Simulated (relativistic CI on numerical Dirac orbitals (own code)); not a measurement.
## Inner-shell lines of Xe⁴⁶⁺

These numbers are calculated, not measured: Dirac-Coulomb-Breit CI, orbitals from a KLI potential per configuration, model QED (radiative potential, 1s self-energy scaled to tabulated hydrogen-like ionisation energies), unscaled Slater integrals (own radial code, finite nucleus).

Configurations in the expansion: 1s2 2s2 2p4, 1s 2s2 2p5, 1s 2s2 2p4 3p, 1s 2s 2p6, 1s2 2s 2p5, 1s 2s 2p5 3p. Levels of other configurations are missing.

The table holds the strongest lines. The upper levels have an inner-shell vacancy. Auger decay, open to those above the ionisation limit, is not computed, and radiative decays to configurations outside the model are missing too. Absolute energies can be off by a few tenths of a per cent, so close lines can change order. LS names give the leading component, which can be well under half, for lower levels too. Brackets number the levels in order of energy.

```
   λ (Å)                     Upper                 Lower   A (s⁻¹)  gA (s⁻¹)
0.417733       1s 2s 2p6 3S_1 [14]  1s2 2s 2p5 3P°_1 [9]  2.63e+15  7.88e+15
0.417524     1s 2s2 2p5 3P°_2 [10]  1s2 2s2 2p4 1D_2 [4]  2.16e+15  1.08e+16
0.417287     1s 2s2 2p5 3P°_2 [10]  1s2 2s2 2p4 3P_1 [3]  2.42e+15  1.21e+16
0.417278       1s 2s 2p6 3S_1 [14]  1s2 2s 2p5 3P°_0 [8]  1.61e+15  4.82e+15
0.417241     1s 2s2 2p5 3P°_1 [12]  1s2 2s2 2p4 3P_0 [7]  3.22e+15  9.66e+15
0.417085     1s 2s2 2p5 1P°_1 [11]  1s2 2s2 2p4 1D_2 [4]  4.01e+15  1.20e+16
0.416604       1s 2s 2p6 1S_0 [15]  1s2 2s 2p5 3P°_1 [9]  6.13e+15  6.13e+15
0.413267       1s 2s 2p6 3S_1 [14]  1s2 2s 2p5 1P°_1 [6]  2.09e+15  6.28e+15
0.412778     1s 2s2 2p5 1P°_1 [11]  1s2 2s2 2p4 1S_0 [2]  3.00e+15  9.01e+15
0.412647     1s 2s2 2p5 3P°_2 [10]  1s2 2s2 2p4 3P_2 [1]  4.78e+15  2.39e+16
0.412527       1s 2s 2p6 3S_1 [14]  1s2 2s 2p5 3P°_2 [5]  7.52e+15  2.26e+16
0.412362     1s 2s2 2p5 3P°_1 [12]  1s2 2s2 2p4 1D_2 [4]  8.12e+15  2.44e+16
0.412218     1s 2s2 2p5 1P°_1 [11]  1s2 2s2 2p4 3P_2 [1]  7.14e+15  2.14e+16
0.412162       1s 2s 2p6 1S_0 [15]  1s2 2s 2p5 1P°_1 [6]  6.74e+15  6.74e+15
0.412078     1s 2s2 2p5 3P°_0 [13]  1s2 2s2 2p4 3P_1 [3]  9.04e+15  9.04e+15
0.357862  1s 2s2 2p4 3p 3F°_3 [34]  1s2 2s2 2p4 1D_2 [4]  6.74e+14  4.72e+15
0.357504    1s 2s 2p5 3p 3P_2 [61]  1s2 2s 2p5 3P°_2 [5]  1.04e+15  5.22e+15
0.356857  1s 2s2 2p4 3p 3P°_2 [25]  1s2 2s2 2p4 3P_2 [1]  1.52e+15  7.62e+15
0.356695  1s 2s2 2p4 3p 3D°_3 [27]  1s2 2s2 2p4 3P_2 [1]  1.06e+15  7.41e+15
0.356488  1s 2s2 2p4 3p 3D°_3 [50]  1s2 2s2 2p4 1D_2 [4]  9.97e+14  6.98e+15
```
